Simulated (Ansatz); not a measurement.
Relaxation of AlBrFH3 (6 atoms, charge 0, multiplicity 1), to a largest force component of 0.03 eV/Å in at most 50 steps.

Theory: RKS r2SCANh-D4/def2-SVP (Ansatz).

```xyz
6
Properties=species:S:1:pos:R:3:forces:R:3
Al 0.011 -0.483 -0.455 0.02 -0.77 0.81
F 0.024 0.045 2.371 -0.01 0.10 -0.48
H 1.414 0.158 -0.757 0.00 0.00 -0.02
H -1.415 0.067 -0.826 0.01 0.00 0.00
Br 0.058 -2.679 0.460 -0.01 0.90 -0.30
H 0.072 -0.867 2.526 0.00 -0.24 -0.01
```

Q: Where does it end, and by what steps?

A: The forces met the threshold. After 8 steps the energy has fallen by 0.475 eV; F2 moved furthest, 0.51 Å. Joined: Al1–F2 (2.87 → 2.01 Å).

```json
{"step": "0", "energy less start (eV)": "0.0000", "largest force component (eV/Å)": "0.899", "accepted": "yes"}
{"step": "1", "energy less start (eV)": "-0.1797", "largest force component (eV/Å)": "0.513", "accepted": "yes"}
{"step": "2", "energy less start (eV)": "-0.3642", "largest force component (eV/Å)": "0.582", "accepted": "yes"}
{"step": "3", "energy less start (eV)": "-0.4168", "largest force component (eV/Å)": "0.823", "accepted": "yes"}
{"step": "4", "energy less start (eV)": "-0.4569", "largest force component (eV/Å)": "0.163", "accepted": "yes"}
{"step": "5", "energy less start (eV)": "-0.4651", "largest force component (eV/Å)": "0.110", "accepted": "yes"}
{"step": "6", "energy less start (eV)": "-0.4730", "largest force component (eV/Å)": "0.071", "accepted": "yes"}
{"step": "7", "energy less start (eV)": "-0.4751", "largest force component (eV/Å)": "0.033", "accepted": "yes"}
{"step": "8", "energy less start (eV)": "-0.4753", "largest force component (eV/Å)": "0.026", "accepted": "yes"}
```

```xyz
6
Properties=species:S:1:pos:R:3
Al 0.018 -0.402 -0.109
F 0.013 -0.007 1.862
H 1.414 0.145 -0.586
H -1.400 0.083 -0.592
Br 0.083 -2.631 0.652
H 0.037 -0.945 2.092
```

Whether the end is a true minimum wasn't checked by a vibrational analysis.

Time of the run: 22 s on 2 threads of Arm Neoverse V2, with other jobs on the host, peak memory 0.18 GiB.
